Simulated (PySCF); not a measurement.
Isomers C₈H₆F₂:

A. `C#C[C@H]1CC(=C\F)/C1=C/F`
B. `C=Cc1cccc(F)c1F`
C. `C(=C1\C(=C)C=C1)(F)\C=C\F`

Spectrum 1. $^{13}$C{$^{1}$H} NMR (computed): δ 161.4 (C), 157.9 (C), 134.4 (CH), 133.0 (C), 128.9 (CH), 123.6 (CH), 123.2 (CH), 121.0 (CH2).

Spectrum 2. $^{13}$C{$^{1}$H} NMR (computed): δ 153.4 (CH), 152.9 (CH), 125.9 (C), 122.6 (C), 88.7 (C), 78.3 (CH), 33.5 (CH2), 27.3 (CH).

Spectrum 3. $^{13}$C{$^{1}$H} NMR (computed): δ 163.0 (CH), 152.5 (C), 152.1 (CH), 150.3 (CH), 149.8 (C), 130.4 (C), 111.3 (CH), 102.8 (CH2).

How the numbers were obtained: coordinates at the GFN2-xTB level, σ from GIAO-PBE0/pcSseg-1, in PySCF (in vacuum, one averaged value for each set of equivalent atoms, no relativistic terms, single conformer).

Chemical shifts δ = σref − σ; $^{13}$C (σ = 186.93 ppm) vs TMS, all at this level. Splittings of carbon signals by F and P are missing where no couplings were computed. Shifts are as computed. Against solution values, carbons near 30 ppm lie about +3 ppm off and those near 130 ppm about +5 ppm. Of 1211 compounds with measured shifts, 218 miss one by over three times the rms of a fit or turn the order of signals round; such compounds aren't used in these exercises.

Q: Match each spectrum to its structure.

A: 1–B, 2–A, 3–C.

- Spectrum 1 (B): 8 $^{13}$C signals; δC 161.4 is an aromatic carbon bearing fluorine; δC 157.9 is an aromatic carbon bearing fluorine.
- Spectrum 2 (A): 8 $^{13}$C signals; δC 153.4 is an alkene CH; δC 152.9 is an alkene CH.
- Spectrum 3 (C): 8 $^{13}$C signals; δC 163.0 is an alkene CH; δC 152.5 is a fully substituted alkene carbon.
